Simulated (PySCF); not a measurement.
Isomers of H11NOSi4, mass 152.992 u with the commonest isotopes. Level of theory: CAM-B3LYP/def2-SVPD in PySCF (dipole) on a GFN2-xTB geometry, gas phase. One conformer each, none proved a minimum here; rigid rotors.

Question: Order these by rotational constant B, largest first.
A. `[NH2:1][SiH2:2][Si@@H:3]([OH:4])[SiH2:5][SiH3:6]` with H–N1–Si2–Si3 173° and -50°, N1–Si2–Si3–O4 -169°, Si2–Si3–O4–H -173°, Si2–Si3–Si5–Si6 -166°
B. `[SiH3:1][NH:2][SiH2:3][O:4][SiH2:5][SiH3:6]` with Si1–N2–Si3–O4 -177°, N2–Si3–O4–Si5 58°, Si3–O4–Si5–Si6 -31°
C. `[NH2:1][Si:2]([SiH3:3])([SiH3:4])[O:5][SiH3:6]` with H–N1–Si2–Si3 -69° and 152°, N1–Si2–O5–Si6 40°
D. `[NH2:1][SiH2:2][Si@@H:3]([SiH3:4])[SiH2:5][OH:6]` with H–N1–Si2–Si3 38° and 177°, N1–Si2–Si3–Si4 -128°, Si2–Si3–Si5–O6 -45°, Si3–Si5–O6–H -175°

Answer: D (1161 MHz), C (1063 MHz), B (738.4 MHz), A (627.7 MHz).

Question: Order these by rotational constant A, largest first.
A. `[SiH3:1][NH:2][SiH2:3][O:4][SiH2:5][SiH3:6]` with Si1–N2–Si3–O4 -177°, N2–Si3–O4–Si5 58°, Si3–O4–Si5–Si6 -31°
B. `[NH2:1][Si:2]([SiH3:3])([SiH3:4])[O:5][SiH3:6]` with H–N1–Si2–Si3 -69° and 152°, N1–Si2–O5–Si6 40°
C. `[NH2:1][SiH2:2][Si@@H:3]([OH:4])[SiH2:5][SiH3:6]` with H–N1–Si2–Si3 173° and -50°, N1–Si2–Si3–O4 -169°, Si2–Si3–O4–H -173°, Si2–Si3–Si5–Si6 -166°
D. `[NH2:1][SiH2:2][Si@@H:3]([SiH3:4])[SiH2:5][OH:6]` with H–N1–Si2–Si3 38° and 177°, N1–Si2–Si3–Si4 -128°, Si2–Si3–Si5–O6 -45°, Si3–Si5–O6–H -175°
E. `[NH2:1][Si@H:2]([OH:3])[SiH:4]([SiH3:5])[SiH3:6]` with H–N1–Si2–O3 -51° and 171°, N1–Si2–O3–H 55°, N1–Si2–Si4–Si5 27°

Answer: C (2869 MHz), A (2245 MHz), E (1485 MHz), B (1388 MHz), D (1345 MHz).

Question: Order these by rotational constant C, largest first.
A. `[NH2:1][Si@H:2]([OH:3])[SiH:4]([SiH3:5])[SiH3:6]` with H–N1–Si2–O3 -51° and 171°, N1–Si2–O3–H 55°, N1–Si2–Si4–Si5 27°
B. `[NH2:1][SiH2:2][Si@@H:3]([SiH3:4])[SiH2:5][OH:6]` with H–N1–Si2–Si3 38° and 177°, N1–Si2–Si3–Si4 -128°, Si2–Si3–Si5–O6 -45°, Si3–Si5–O6–H -175°
C. `[NH2:1][Si:2]([SiH3:3])([SiH3:4])[O:5][SiH3:6]` with H–N1–Si2–Si3 -69° and 152°, N1–Si2–O5–Si6 40°
D. `[SiH3:1][NH:2][SiH2:3][O:4][SiH2:5][SiH3:6]` with Si1–N2–Si3–O4 -177°, N2–Si3–O4–Si5 58°, Si3–O4–Si5–Si6 -31°
E. `[NH2:1][SiH2:2][Si@@H:3]([OH:4])[SiH2:5][SiH3:6]` with H–N1–Si2–Si3 173° and -50°, N1–Si2–Si3–O4 -169°, Si2–Si3–O4–H -173°, Si2–Si3–Si5–Si6 -166°

Answer: C (778.8 MHz), B (726.2 MHz), A (706.4 MHz), D (576.5 MHz), E (539.6 MHz).

```csv
SMILES,point group,Ia (u·Å²),Ib (u·Å²),Ic (u·Å²),κ,μa (D),μb (D),μc (D)
[SiH3]N[SiH2]O[SiH2][SiH3],C1,225.13,684.43,876.70,-0.81,0.19,0.58,0.27
N[Si]([SiH3])([SiH3])O[SiH3],C1,364.06,475.64,648.95,-0.07,0.21,0.30,1.39
N[Si@H](O)[SiH]([SiH3])[SiH3],C1,340.38,481.54,715.40,-0.12,2.74,0.08,0.48
N[SiH2][Si@@H](O)[SiH2][SiH3],C1,176.14,805.09,936.53,-0.92,0.11,0.45,1.07
N[SiH2][Si@@H]([SiH3])[SiH2]O,C1,375.61,435.12,695.88,0.41,0.95,1.45,0.76
```
